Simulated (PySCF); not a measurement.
2-thiophenemethanol, C5H6OS.
SMILES with atom numbers: `[OH:1][CH2:2][c:3]1[cH:4][cH:5][cH:6][s:7]1` (hydrogens: H8 on O1; H9, H10 on C2; H11 on C4; H12 on C5; H13 on C6)

The same species was optimised twice, with GFN2-xTB and with PBE0-D3(BJ)/def2-SVP (PySCF), and the same property calculations (PySCF, gas phase) were run on both structures.

```json
{"coordinate": "C5–C6 (Å)", "GFN2-xTB": "1.356", "PBE0-D3(BJ)/def2-SVP": "1.371", "change": "+0.015"}
{"coordinate": "C3–C4 (Å)", "GFN2-xTB": "1.360", "PBE0-D3(BJ)/def2-SVP": "1.374", "change": "+0.014"}
{"coordinate": "C4–C5 (Å)", "GFN2-xTB": "1.413", "PBE0-D3(BJ)/def2-SVP": "1.422", "change": "+0.009"}
{"coordinate": "O1–C2 (Å)", "GFN2-xTB": "1.412", "PBE0-D3(BJ)/def2-SVP": "1.404", "change": "-0.008"}
{"coordinate": "C3–S7 (Å)", "GFN2-xTB": "1.736", "PBE0-D3(BJ)/def2-SVP": "1.730", "change": "-0.006"}
{"coordinate": "C6–S7 (Å)", "GFN2-xTB": "1.718", "PBE0-D3(BJ)/def2-SVP": "1.715", "change": "-0.003"}
{"coordinate": "C2–C3 (Å)", "GFN2-xTB": "1.496", "PBE0-D3(BJ)/def2-SVP": "1.498", "change": "+0.002"}
{"coordinate": "C3–S7–C6 (°)", "GFN2-xTB": "91.2", "PBE0-D3(BJ)/def2-SVP": "92.5", "change": "+1.3"}
{"coordinate": "O1–C2–C3 (°)", "GFN2-xTB": "112.6", "PBE0-D3(BJ)/def2-SVP": "113.4", "change": "+0.8"}
{"coordinate": "C5–C6–S7 (°)", "GFN2-xTB": "112.0", "PBE0-D3(BJ)/def2-SVP": "111.4", "change": "-0.6"}
{"coordinate": "C4–C3–S7 (°)", "GFN2-xTB": "111.0", "PBE0-D3(BJ)/def2-SVP": "110.5", "change": "-0.5"}
{"coordinate": "C2–C3–S7 (°)", "GFN2-xTB": "120.6", "PBE0-D3(BJ)/def2-SVP": "120.8", "change": "+0.2"}
{"coordinate": "C2–C3–C4 (°)", "GFN2-xTB": "128.4", "PBE0-D3(BJ)/def2-SVP": "128.5", "change": "+0.1"}
{"coordinate": "C4–C5–C6 (°)", "GFN2-xTB": "112.6", "PBE0-D3(BJ)/def2-SVP": "112.6", "change": "0.0"}
{"coordinate": "C3–C4–C5 (°)", "GFN2-xTB": "113.1", "PBE0-D3(BJ)/def2-SVP": "113.1", "change": "0.0"}
{"coordinate": "O1–C2–C3–C4 (°)", "GFN2-xTB": "85", "PBE0-D3(BJ)/def2-SVP": "79", "change": "-6"}
```

Rotational constants: A = 4528, B = 1719, C = 1358 MHz (GFN2-xTB) against A = 4514, B = 1707, C = 1353 MHz (PBE0-D3(BJ)/def2-SVP). Point groups within 0.08 Å: C1 and C1.

On the GFN2-xTB structure: lowest singlet, TDDFT (eV) 5.69 [wB97X-D/def2-SVPD]; lowest triplet, Tamm–Dancoff (eV) 3.79 [wB97X-D/def2-SVPD]; isotropic polarisability (au) 78.6 [wB97X-D/def2-SVPD]; HOMO (eV) -8.76 [wB97X-D/def2-SVPD]; LUMO (eV) 1.03 [wB97X-D/def2-SVPD]; dipole (D) 1.43 [wB97X-D/def2-SVPD]; HOMO (eV) -6.93 [PBE0/pcSseg-1]; LUMO (eV) -0.62 [PBE0/pcSseg-1]; dipole (D) 1.37 [PBE0/pcSseg-1]; GIAO shielding of O1 (ppm) 262.9 [PBE0/pcSseg-1]; GIAO shielding of C2 (ppm) 123.2 [PBE0/pcSseg-1]; GIAO shielding of C3 (ppm) 31.4 [PBE0/pcSseg-1]; GIAO shielding of C4 (ppm) 54.1 [PBE0/pcSseg-1]; GIAO shielding of C5 (ppm) 54.3 [PBE0/pcSseg-1]; GIAO shielding of C6 (ppm) 53.3 [PBE0/pcSseg-1]; GIAO shielding of S7 (ppm) 279.9 [PBE0/pcSseg-1].

Task: What do these properties become on the PBE0-D3(BJ)/def2-SVP structure?

Result: 
| property | level | on GFN2-xTB | on PBE0-D3(BJ)/def2-SVP | change |
| --- | --- | --- | --- | --- |
| lowest singlet, TDDFT (eV) | wB97X-D/def2-SVPD | 5.69 | 5.66 | -0.03 |
| lowest triplet, Tamm–Dancoff (eV) | wB97X-D/def2-SVPD | 3.79 | 3.74 | -0.05 |
| isotropic polarisability (au) | wB97X-D/def2-SVPD | 78.6 | 79.5 | +0.9 |
| HOMO (eV) | wB97X-D/def2-SVPD | -8.76 | -8.75 | +0.01 |
| LUMO (eV) | wB97X-D/def2-SVPD | 1.03 | 0.99 | -0.04 |
| dipole (D) | wB97X-D/def2-SVPD | 1.43 | 1.49 | +0.06 |
| energy, GFN2-xTB geometry as zero (kcal/mol) | wB97X-D/def2-SVPD | 0.0 | -0.6 | -0.6 |
| HOMO (eV) | PBE0/pcSseg-1 | -6.93 | -6.93 | 0.00 |
| LUMO (eV) | PBE0/pcSseg-1 | -0.62 | -0.66 | -0.04 |
| dipole (D) | PBE0/pcSseg-1 | 1.37 | 1.42 | +0.05 |
| energy, GFN2-xTB geometry as zero (kcal/mol) | PBE0/pcSseg-1 | 0.0 | -0.3 | -0.3 |
| GIAO shielding of O1 (ppm) | PBE0/pcSseg-1 | 262.9 | 264.1 | +1.2 |
| GIAO shielding of C2 (ppm) | PBE0/pcSseg-1 | 123.2 | 123.8 | +0.6 |
| GIAO shielding of C3 (ppm) | PBE0/pcSseg-1 | 31.4 | 31.4 | 0.0 |
| GIAO shielding of C4 (ppm) | PBE0/pcSseg-1 | 54.1 | 50.9 | -3.2 |
| GIAO shielding of C5 (ppm) | PBE0/pcSseg-1 | 54.3 | 50.8 | -3.5 |
| GIAO shielding of C6 (ppm) | PBE0/pcSseg-1 | 53.3 | 51.6 | -1.7 |
| GIAO shielding of S7 (ppm) | PBE0/pcSseg-1 | 279.9 | 275.1 | -4.8 |

The heavy atoms differ by 0.026 Å rms after alignment. Among bonds between heavy atoms C3–C4 and C5–C6 change most and about equally (+0.014 to +0.015 Å). Changes are differences of the printed values. Neither structure is proved a minimum here.

Shape of the structure used: `[OH:1][CH2:2][c:3]1[cH:4][cH:5][cH:6][s:7]1`: O1–C2–C3–C4 79°, H–O1–C2–C3 52°.

wB97X-D is run here without its empirical dispersion term; that term would change no orbital, density or response property at a fixed geometry.
